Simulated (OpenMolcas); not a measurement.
Mo III: effect of the IPEA shift

```json
{"Program": "OpenMolcas", "Basis": "ANO-RCC-VTZP [7s6p4d2f1g]", "Scalar Hamiltonian": "DKH2, point nucleus", "Active space": "4 electrons in 9 orbitals (RAS2 4d 5s; RAS3 5p, at most 2 electrons)", "State averaging": "2S+1 = 5 even, 15 roots; 2S+1 = 3 even, 90 roots kept (CI in the orbitals of an earlier block); 2S+1 = 1 even, 90 roots kept (CI in the orbitals of an earlier block, 84 in the spin-orbit step); 2S+1 = 5 odd, 30 roots (21 in the spin-orbit step); 2S+1 = 3 odd, 84 roots kept (CI in the orbitals of an earlier block, 5 in the spin-orbit step); 2S+1 = 1 odd, 89 roots kept (CI in the orbitals of an earlier block, 0 in the spin-orbit step)", "Spin-orbit coupling": "RASSI with atomic mean-field integrals over the reference wave functions, term energies averaged over their components"}
```

Methods on the same reference wave functions:
A. RASSCF
B. MS-RASPT2, IPEA 0 Eh, imaginary shift 0.1 Eh (closed shells correlated: 4s 4p)
C. MS-RASPT2, IPEA 0.25 Eh, imaginary shift 0.1 Eh (closed shells correlated: 4s 4p)

Energies in cm⁻¹ above 4d⁴ ⁵D₀, the measured ground level; measured values from Sugar and Musgrove, J. Phys. Chem. Ref. Data 17, 155 (1988).

```json
{"Level": "4d⁴ ⁵D₀", "A": "0.0", "B": "0.0", "C": "0.0", "Measured": "0.0"}
{"Level": "4d⁴ ⁵D₁", "A": "235", "B": "259", "C": "251", "Measured": "242"}
{"Level": "4d⁴ ⁵D₂", "A": "662", "B": "708", "C": "694", "Measured": "668"}
{"Level": "4d⁴ ⁵D₃", "A": "1233", "B": "1283", "C": "1269", "Measured": "1224"}
{"Level": "4d⁴ ⁵D₄", "A": "1912", "B": "1946", "C": "1937", "Measured": "1872"}
{"Level": "4d⁴ ³P₀(1)", "A": "14969", "B": "11020", "C": "11940", "Measured": "11149"}
{"Level": "4d⁴ ³P₁(1)", "A": "16226", "B": "12310", "C": "13230", "Measured": "12510"}
{"Level": "4d⁴ ³H₄", "A": "16238", "B": "13130", "C": "13870", "Measured": "12680"}
{"Level": "4d⁴ ³H₅", "A": "16779", "B": "13760", "C": "14490", "Measured": "13276"}
{"Level": "4d⁴ ³H₆", "A": "17293", "B": "14320", "C": "15040", "Measured": "13811"}
{"Level": "4d⁴ ³F₂(1)", "A": "17944", "B": "13990", "C": "14960", "Measured": "13929"}
{"Level": "4d⁴ ³F₃(1)", "A": "18005", "B": "14050", "C": "15000", "Measured": "13948"}
{"Level": "4d⁴ ³P₂(1)", "A": "18208", "B": "14240", "C": "15160", "Measured": "14358"}
{"Level": "4d⁴ ³F₄(1)", "A": "18279", "B": "14440", "C": "15360", "Measured": "14296"}
{"Level": "4d⁴ ³G₃", "A": "20376", "B": "16260", "C": "17110", "Measured": "15871"}
{"Level": "4d⁴ ³G₄", "A": "20849", "B": "16740", "C": "17560", "Measured": "16283"}
{"Level": "4d⁴ ³G₅", "A": "21251", "B": "17180", "C": "17990", "Measured": "16714"}
{"Level": "4d⁴ ¹I₆", "A": "25155", "B": "21180", "C": "21560", "Measured": "20290"}
{"Level": "4d⁴ ³D₃", "A": "25587", "B": "19660", "C": "20720", "Measured": "19488"}
{"Level": "4d⁴ ³D₂", "A": "25670", "B": "19800", "C": "20820", "Measured": "19577"}
{"Level": "4d⁴ ³D₁", "A": "25997", "B": "20090", "C": "21150", "Measured": ""}
{"Level": "4d⁴ ¹G₄(1)", "A": "26262", "B": "21660", "C": "22280", "Measured": "20612"}
{"Level": "4d⁴ ¹D₂(1)", "A": "29805", "B": "24200", "C": "24720", "Measured": "22806"}
{"Level": "4d⁴ ¹S₀", "A": "29838", "B": "23160", "C": "24390", "Measured": "22990"}
```

Deviations, from unrounded energies. A percentage is the sum of absolute deviations over the sum of measured energies, with the sign that they share, or ± where signs differ.

```tsv
Against measurement	Levels	A	B	C
mean absolute deviation (cm-1)	22	3800	340	990
fine structure of the ground term (%)	4	±1.6	+4.7	+3.6
other terms of the ground configuration (%)	18	+28.6	±2.5	+7.3
```

B lies closest to measurement on these levels and A furthest from it. The largest miss of B in the table is 4d⁴ ¹D₂(1), by +1400 cm-1. The ranking rests on the paired levels alone, and a cruder setting can come out closer through cancelling errors.

Between B and C the level of the table that moves most is 4d⁴ ¹S₀, by 1200 cm-1 (lowest in B, highest in C). Moves below CASPT2's spread within the term are not significant.

From A to B the spin-free energies of the other terms of 4d⁴ shown, above ⁵D, scale by factors of 0.75 to 0.83, as is usual when dynamic correlation screens the repulsion within a d or f shell.

The lowest spin-free term lies below A's lowest term by 0.346 hartree in B, 0.336 hartree in C.

CASPT2 does not keep the components of a term degenerate, so their means are used; among the terms shown or strongly mixed into the levels shown the widest spread is 350 cm-1 (4d⁴ ¹I, B). Some high roots are left out of the spin-orbit mixing, which shifts the levels that they would mix with. Terms from blocks run as CI alone lack orbitals of their own. Without dynamic correlation excited terms often stand tens of per cent too high (terms of higher spin than the ground term too low), and those without a measured partner can miss by more than the paired ones (holds for A). Blocks of more than 70 roots (2S+1 = 3 even, 1 even) ran without multistate coupling (holds for B; C). Some levels mix across a computed gap that differs much from the measured one, so their mixing is not that of the real levels (holds for B). Configurations are named by rounded mean occupations; where the s occupation lies near a half they are strongly mixed, a name can repeat and a true partner stay unpaired (holds for B; C). The CASPT2 spread within a term exceeds the gap to the next term for 4d⁴ ¹I and 4d⁴ ¹G(1), so the order of their levels is uncertain (holds for B). Computed and measured levels are paired by configuration, term and J; levels that our copy of the source lacks, or whose pairing is in doubt (as where it misses far off the trend of its configuration), stay unpaired and out of the deviations. Levels of configurations outside the active space are missing. Levels that lie high or do not pair safely by name in every column are left out.

A number in round brackets counts repeated terms of one configuration in the order of the reference energies.
